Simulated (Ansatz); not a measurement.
Reading a saddle point

A first-order saddle point of SiH5O3F, singlet, PBE0-D4/def2-TZVP, with one imaginary mode of 944i cm⁻¹:

Si1  (0.064, -0.085, 0.022)
H2  (0.368, 1.363, -0.755)
O3  (1.126, -0.394, 1.210)
O4  (-1.474, -0.618, -0.035)
O5  (0.730, -0.897, -1.250)
H6  (-0.047, 1.687, 0.068)
F7  (-0.556, 1.413, 1.114)
H8  (1.753, -1.080, 0.965)
H9  (-2.074, -0.183, 0.575)
H10  (0.111, -1.205, -1.914)
(Å)

Computed with Ansatz 0.2.0 (basis: def2-TZVPP and def2-QZVPP); correlated methods freeze the cores. Extrapolation: Hartree–Fock as exp(−7.88 √X), correlation as X^−2.97.

Which contacts change along the imaginary mode, and what lies on either side? (A judgement: the text doesn't fix the answer.)

Computed: The step is SiH₄O₃ ([OH][SiH]([OH])[OH]) + HF → SiH₃O₃F ([OH][Si]([OH])([OH])[F]) + H₂, with the molecules in contact on both sides. Shortening one way: Si1–F7, H2–H6; lengthening the same way: Si1–H2, H6–F7.
```csv
pair,one side (Å),saddle (Å),other side (Å)
Si1–F7,3.28,1.96,1.58
H2–H6,1.89,0.98,0.75
Si1–H2,1.49,1.67,3.48
H6–F7,0.93,1.20,4.67
```

Which side is lower, and how far does the saddle lie above each? (Judge from chemistry; the value comes from the calculation.)

Computed: The side with Si1–F7, H2–H6 short is lower by 1.342 eV; the saddle lies 2.677 eV above it and 1.335 eV above the other (CCSD(T) at an estimated basis limit (MP2 extrapolated from triple and quadruple zeta, plus CCSD(T) − MP2 in triple zeta); electronic energies).

No T1 diagnostic of these runs exceeds 0.013.

Labels in which every atom is bracketed show which atoms are joined, not bond orders.

For scale, one of the runs: CCSD(T)/def2-TZVPP, 236 basis functions, launched by `ansatz run in.yaml --threads 4 --pin off --events-out ev --progress --plain --max-ram 9574MiB`. Hardware: 4 CPU threads of an Arm Neoverse V1, shared host. Wall time 2.6 min; peak host memory 4.7 GiB.
